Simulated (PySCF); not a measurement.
Gas-phase reaction: InH3 + HCl = InH2Cl + 2 H, at 1000 K and a standard pressure of 1 bar. Level: PBE0/def2-SVP†.

Method: PySCF energies plus ideal-gas RRHO corrections (1 bar). † marks an energy on the PBE0/def2-TZVP geometry and frequencies. Open shells (unrestricted): H (multiplicity 2); the rest are closed-shell singlets. In: scalar-relativistic def2 core potential, no spin-orbit coupling. InH3, InH2Cl: computed as isolated molecules; such fragments, hydroxides, amides, oligomers or adducts are transient or little studied in the gas. The harmonic model lacks anharmonicity and excited electronic states, which grow with temperature; levels with a mode under 35 cm⁻¹ are left out.

```tsv
species	E (Ha)	H(1000 K) − E (kJ/mol)	S°(1000 K) (J/mol/K)
InH3	-191.87500	97.6	299.8
HCl	-460.50210	47.5	222.6
InH2Cl	-651.25490	93.5	355.2
H	-0.50034	20.8	139.9
```
E: electronic energy; H − E holds the zero-point and thermal terms. 1 Ha = 2625.5 kJ/mol.

Work out ΔH°, ΔS°, ΔG° and log10 K from these numbers.

1. ΔE = 1×(-651.25490) + 2×(-0.50034) − 1×(-191.87500) − 1×(-460.50210) = 0.12152 Ha = 319.1 kJ.
2. Δ(H − E) = 1×(93.5) + 2×(20.8) − 1×(97.6) − 1×(47.5) = -10.0 kJ, so ΔH° = 309.1 kJ.
3. ΔS° = 1×(355.2) + 2×(139.9) − 1×(299.8) − 1×(222.6) = 112.6 J/K; the number of gas molecules changes by +1.
4. ΔG° = ΔH° − TΔS° = 309.1 − 1000×(112.6)/1000 = 196.5 kJ.
5. log10 K = −ΔG°/(RT ln 10) = -10.27, with RT ln 10 = 19.14 kJ/mol; at standard pressures the reactants are favoured.
6. A shift of 10 kJ in ΔE would move log10 K by 0.52 here.
For scale, ΔH°(298 K) is 296 kJ at this level, 316 kJ at ωB97M-V/def2-TZVP†, and runs from 213 to 368 kJ over the 18 levels computed.
